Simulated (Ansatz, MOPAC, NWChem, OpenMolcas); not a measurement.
## RbBr (SMILES [Br][Rb]): the HOMO–LUMO gap, rung by rung

The species is RbBr (2 atoms), meant as a singlet with charge 0. As SMILES, `[Br][Rb]`. Geometry: the measured bond length.

```
atom   x (Å)   y (Å)   z (Å)
  Br  0.0000  0.0000  0.0000
  Rb  0.0000  0.0000  2.9447
```

Each level gives the HOMO–LUMO gap (eV). The values are calculated.

```csv
level,kind,program,value (eV),CPU time
PM6,semi-empirical,MOPAC,9.05,under 2 s
HF/def2-TZVP (core potential),Hartree–Fock,Ansatz,8.06,1.4 s
SVWN5/def2-TZVP (core potential),LDA,NWChem,2.87,14 s
revPBE/def2-TZVP (core potential),GGA,Ansatz,2.55,5.6 s
M06-L/def2-TZVP (core potential),meta-GGA,OpenMolcas,3.11,12 s
PBE0/def2-TZVP (core potential),global hybrid,OpenMolcas,4.31,9.7 s
HSE06/def2-TZVP (core potential),range-separated hybrid,Ansatz,3.63,7.5 s
B2PLYP/def2-TZVP (core potential),double hybrid,Ansatz,5.66,9.5 s
```

The values span 2.55 to 9.05 eV. Orbital gaps aren't excitation energies, and those of double hybrids come from the SCF part alone; they tend to grow with the share of exact exchange. Times are those of the runs behind each value, whatever else they computed, on shared processors of several kinds: orders of magnitude only.
